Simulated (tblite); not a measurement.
AlN (SMILES [N]=[Al]), triplet, geometry from GFN2-xTB (such geometries of metal compounds can be far from the true shape); GFN1-xTB in tblite.

Here is a job for tblite.
```
$ tblite run mol.xyz --method gfn1 --charge 0 --spin 2 --guess eeq --json tblite.json --no-restart

# file mol.xyz
2

Al    -0.00000000    -0.00000000    -0.59733836
N      0.00000000     0.00000000     1.10934267
```

The log (banner, timings and long lists left out):

```
xTB calculator
 | screened Coulomb repulsion
 | Coulomb electrostatics
 |  * isotropic Klopman-Ohno-Mataga-Nishimoto electrostatics
 |  * onsite third-order electrostatics
 | DFT-D3(BJ) dispersion correction

halogen bonding energy    0.0000000000000E+00 Eh
repulsion energy          1.8040005093030E-02 Eh
dispersion energy        -3.1070738421088E-04 Eh
number of electrons       8.0000000000000E+00 e
integral cutoff           4.0000000000000E+01 bohr

------------------------------------------------------------
  cycle        total energy    energy error   density error
------------------------------------------------------------
      1     -4.308386566469  -4.3261159E+00   2.9803992E-01
      2     -4.324324359104  -1.5937793E-02   2.2796373E-01
      3     -4.325486914282  -1.1625552E-03   1.2015108E-01
      4     -4.325538611161  -5.1696879E-05   1.1506417E-03
      5     -4.325539107324  -4.9616290E-07   1.1953178E-04
      6     -4.325539107404  -8.0133233E-11   3.6501038E-05
      7     -4.325539107475  -7.0531136E-11   2.0382951E-08
------------------------------------------------------------

electronic energy        -4.3432684051835E+00 Eh
total energy             -4.3255391074746E+00 Eh

Post processing:
 | Mayer-Wiberg bond orders

[Info] JSON dump of results written to 'tblite.json'
```
